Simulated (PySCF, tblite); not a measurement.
Parent: `[CH3:1][O:2][CH2:3][CH2:4][PH:5][CH:6]1[CH2:7][CH2:8]1` with C1–O2–C3–C4 -175°, O2–C3–C4–P5 35°, C3–C4–P5–C6 179°, C4–P5–C6–C7 -96°, C6H13OP.

The geometries are computed with GFN2-xTB (gas phase). One conformer each, not checked by frequencies here.

| coordinate of the parent | value |
| --- | --- |
| C1–O2 | 1.402 Å |
| O2–C3 | 1.409 Å |
| C3–C4 | 1.520 Å |
| C4–P5 | 1.870 Å |
| P5–C6 | 1.844 Å |
| C6–C7 | 1.503 Å |
| C7–C8 | 1.492 Å |
| C6–C8 | 1.501 Å |
| C1–O2–C3 | 114.1° |
| O2–C3–C4 | 105.5° |
| C3–C4–P5 | 106.0° |
| C4–P5–C6 | 96.0° |
| P5–C6–C7 | 117.9° |
| P5–C6–C8 | 118.8° |
| C7–C6–C8 | 59.6° |
| C6–C7–C8 | 60.2° |
| C6–C8–C7 | 60.3° |

**Question.** How does the shared frame change in `[CH3:1][O:2][CH2:3][CH2:4][PH:5][CH2:6][CH:7]([CH3:8])[CH3:9]` with C1–O2–C3–C4 -174°, O2–C3–C4–P5 37°, C3–C4–P5–C6 180°, C4–P5–C6–C7 -179°, P5–C6–C7–C8 178°, C7H17OP? Atoms pair as C1 = C1, O2 = O2, C3 = C3, C4 = C4, P5 = P5 (parent first).

**Answer.** 
```
  parent  relative  value in the relative  change
   C1–O2     C1–O2                1.402 Å   0.000
   O2–C3     O2–C3                1.408 Å  -0.001
   C3–C4     C3–C4                1.520 Å   0.000
   C4–P5     C4–P5                1.871 Å  +0.001
C1–O2–C3  C1–O2–C3                 114.0°    -0.1
O2–C3–C4  O2–C3–C4                 105.9°    +0.4
C3–C4–P5  C3–C4–P5                 106.4°    +0.4
```

No shared bond changes by more than 0.004 Å. Bonds of the relative outside the shared frame: P5–C6 1.870, C6–C7 1.529, C7–C8 1.528, C7–C9 1.525 Å. Point group C1 → C1.

**Question.** How does the shared frame change in `[CH3:1][CH2:2][CH2:3][PH:4][CH2:5][CH2:6][O:7][CH3:8]` with C1–C2–C3–P4 64°, C2–C3–P4–C5 166°, C3–P4–C5–C6 72°, P4–C5–C6–O7 25°, C5–C6–O7–C8 78°, C6H15OP? Atoms pair as C1 = C8, O2 = O7, C3 = C6, C4 = C5, P5 = P4 (parent first).

**Answer.** 
```json
{"parent": "C1–O2", "relative": "C8–O7", "value in the relative": "1.406 Å", "change": "+0.004"}
{"parent": "O2–C3", "relative": "O7–C6", "value in the relative": "1.411 Å", "change": "+0.002"}
{"parent": "C3–C4", "relative": "C6–C5", "value in the relative": "1.530 Å", "change": "+0.010"}
{"parent": "C4–P5", "relative": "C5–P4", "value in the relative": "1.870 Å", "change": "0.000"}
{"parent": "C1–O2–C3", "relative": "C8–O7–C6", "value in the relative": "114.2°", "change": "+0.1"}
{"parent": "O2–C3–C4", "relative": "O7–C6–C5", "value in the relative": "110.8°", "change": "+5.3"}
{"parent": "C3–C4–P5", "relative": "C6–C5–P4", "value in the relative": "106.3°", "change": "+0.3"}
```

Of the parent's bonds, C3–C4 changes most (+0.010 Å). Bonds of the relative outside the shared frame: C1–C2 1.522, C2–C3 1.526, C3–P4 1.861 Å. Point group C1 → C1.

**Question.** How does the shared frame change in `[N:1]#[C:2][CH2:3][CH2:4][PH:5][CH:6]1[CH2:7][CH2:8]1` with C2–C3–C4–P5 -179°, C3–C4–P5–C6 -171°, C4–P5–C6–C7 -163°, C6H10NP? Atoms pair as C3 = C3, C4 = C4, P5 = P5, C6 = C6, C7 = C8, C8 = C7 (parent first).

**Answer.** 
```
  parent  relative  value in the relative  change
   C3–C4     C3–C4                1.532 Å  +0.012
   C4–P5     C4–P5                1.868 Å  -0.002
   P5–C6     P5–C6                1.835 Å  -0.009
   C6–C7     C6–C8                1.504 Å  +0.001
   C7–C8     C8–C7                1.491 Å  -0.001
   C6–C8     C6–C7                1.502 Å  +0.001
C3–C4–P5  C3–C4–P5                 110.7°    +4.7
C4–P5–C6  C4–P5–C6                  97.0°    +1.0
P5–C6–C7  P5–C6–C8                 117.5°    -0.4
P5–C6–C8  P5–C6–C7                 118.6°    -0.2
C7–C6–C8  C8–C6–C7                  59.5°    -0.1
C6–C7–C8  C6–C8–C7                  60.2°     0.0
C6–C8–C7  C6–C7–C8                  60.3°     0.0
```

Of the parent's bonds, C3–C4 changes most (+0.012 Å). Bonds of the relative outside the shared frame: N1≡C2 1.143, C2–C3 1.440 Å. Point group C1 → C1.
